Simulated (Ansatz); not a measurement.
```yaml
crystal:
  periodic: [true, true, true]
  atoms:
    - {symbol: Si, position_ang: [-0.863255, 1.651851, -0.552428]}
    - {symbol: B, position_ang: [0.355344, 0.294900, 0.278987]}
    - {symbol: C, position_ang: [0.202968, -0.794853, 1.233014]}
    - {symbol: Si, position_ang: [1.083310, -1.274884, -0.606988]}
    - {symbol: H, position_ang: [-1.443959, 1.337339, -2.031810]}
    - {symbol: H, position_ang: [-2.278159, 1.985856, 0.497542]}
    - {symbol: H, position_ang: [-0.184694, 2.924364, -0.700628]}
    - {symbol: H, position_ang: [1.227009, -1.245288, 1.823491]}
    - {symbol: H, position_ang: [-0.691526, -1.117485, 1.773314]}
    - {symbol: H, position_ang: [2.419853, -1.885582, -0.078859]}
    - {symbol: H, position_ang: [0.498369, -2.054196, -1.746766]}
basis:
  gaussian: {orbitals: "6-31G*", nuclear_model: gaussian}
hamiltonian: {xc: {name: PBE}}
```

```sh
$ ansatz run in.yaml --threads 2 --pin off --events-out ev --progress --plain --max-ram 4352MiB
```

It prints (some lines left out):

```
Error: YAML parse error: error: line 2 column 3: crystal: missing field `lattice` (a structure is typed as `lattice` and `atoms`, a molecule's as `atoms` in Å alone, or read from a run's directory, `checkpoint`)
 --> <input>:2:3
1 | crystal:
2 |   periodic: [true, true, true]
3 |   atoms:
4 |     - {symbol: Si, position_ang: [-0.863255, 1.651851, -0.552428]}
```

Task: Something in this input is off. What?

Result: The molecule is marked periodic without a cell. The program refused the input.
